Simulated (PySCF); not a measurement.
Small edits and their spectra

Starting compound: SMILES C(=C)C(=C)C(=C)CCF, C8H11F.

1H NMR (400 MHz, computed): δ 6.76 (m, 1H), 5.75 (br s, 1H), 5.65 (m, 1H), 5.51 (m, 1H), 5.49 (m, 1H), 5.45 (m, 1H), 5.19 (br s, 1H), 4.58 (m, 2H), 2.86 (m, 2H). 13C{1H} NMR (computed): δ 157.7 (C), 149.8 (C), 147.2 (CH), 124.7 (CH2), 124.6 (CH2), 123.1 (CH2), 86.0 (CH2), 47.6 (CH2).

- geometry: GFN2-xTB
- shielding tensors at PBE0/pcSseg-1 (GIAO)
- code: PySCF 2.14.0 with density-fitted response routines
- one computed conformer, non-relativistic, no solvent, fast rotation and ring inversion assumed for equivalent nuclei

Shifts are taken against calculated references (same method and geometry level): 1H (σref 31.72), 13C (σref 186.93) vs TMS. Splittings of carbon signals by F and P are missing where no couplings were computed. Where no couplings were computed, multiplicities follow the n + 1 count of equivalent neighbours, and m marks all less simple cases (inequivalent or close neighbours, rings, F or P nearby). Shifts are as computed. Against solution values, carbons near 30 ppm lie about +3 ppm off and those near 130 ppm about +5 ppm. Of 1211 compounds with measured shifts, 218 miss one by over three times the rms of a fit or turn the order of signals round; such compounds aren't used in these exercises.

**Question.** What are the spectra after this edit: ring closed by a new C-C bond, giving `C=CC1=C[C@@H](F)CC1=C`?

**Answer.** 1H NMR (400 MHz, computed): δ 6.84 (m, 1H), 6.34 (m, 1H), 6.03 (m, 1H), 5.99 (m, 1H), 5.85 (m, 1H), 5.64 (br s, 1H), 5.36 (br s, 1H), 3.10 (m, 1H), 2.97 (m, 1H). 13C{1H} NMR (computed): δ 154.9 (C), 152.8 (C), 144.2 (CH), 138.3 (CH), 129.5 (CH2), 112.5 (CH2), 98.1 (CH), 44.6 (CH2).

**Question.** What are the spectra after this edit: H on C replaced by F, giving `C=C(/C=C\F)C(=C)CCF`?

**Answer.** 1H NMR (400 MHz, computed): δ 6.67 (m, 1H), 5.62 (m, 1H), 5.57 (br s, 1H), 5.51 (br s, 1H), 5.34 (br s, 1H), 5.33 (br s, 1H), 4.74 (m, 2H), 2.91 (m, 2H). 13C{1H} NMR (computed): δ 158.2 (CH), 153.2 (C), 151.4 (C), 123.9 (CH2), 123.5 (CH2), 121.1 (CH), 86.3 (CH2), 48.0 (CH2).
